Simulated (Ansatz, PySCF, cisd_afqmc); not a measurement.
Species: C4H2, charge 0, singlet. C4H2 (SMILES C#CC#C).
B3LYP-D3(BJ)/def2-TZVP minimum from Ansatz (a program for electronic structure):
```xyz
6

C      0.0000     0.0000    -1.8866
C      0.0000     0.0000    -0.6818
C      0.0000     0.0000     0.6818
C      0.0000     0.0000     1.8866
H      0.0000     0.0000    -2.9488
H      0.0000     0.0000     2.9488
```

Atomisation energy term by term, kcal/mol (programs: Ansatz, cisd_afqmc). Radicals and triplets start from unrestricted determinants; spin-orbit coupling is neglected. Correlated methods leave the cores frozen. Rows without X2C or -DK are non-relativistic. AFQMC/CISD: phaseless, guided by CISD from CCSD amplitudes; bars are statistical, one sigma. Outlying blocks are dropped, and bars are widened where a walk drifts. Over all cases where full CI ran beside it in this data, AFQMC minus full CI had a median of +0.1 mEh and passed +0.4 mEh in a tenth of the cases. CBS(X,Y): correlation extrapolated as X^-3, Hartree-Fock from the larger set (Q,5: extrapolated as (X+1)exp(-9√X)). A bracket is a step between two methods taken in the basis named. '+ core + X2C': CCSD(T) terms for core correlation (cc-pwCVTZ) and scalar relativity (cc-pVTZ-DK). For partners of very few electrons the exact lower level stands in for a higher one. The restricted determinant of C4H2 (C#CC#C, singlet) is unstable towards broken spin symmetry in at least one set run.

| term | basis | kcal/mol |
|---|---|---|
| Hartree-Fock | CBS(cc-pVQZ,cc-pV5Z) | 494.58 |
| CCSD correlation | CBS(cc-pVQZ,cc-pV5Z) | 178.82 |
| (T) | CBS(cc-pVQZ,cc-pV5Z) | 18.60 |
| CCSDT(Q) - CCSD(T) | cc-pVDZ | 0.98 |
| core correlation | cc-pwCVTZ | 4.78 |
| scalar relativity | X2C, cc-pVTZ-DK | -0.57 |
| minus zero-point energy | Hessian by PySCF at B3LYP-D3(BJ)/def2-TZVP | -23.52 |
| sum: D0 |  | 673.7 |

The step beyond CCSD(T) by other levels: AFQMC/CISD in cc-pVTZ 0.50 ± 0.28; AFQMC/CISD in cc-pVQZ 0.44 ± 0.26 kcal/mol.
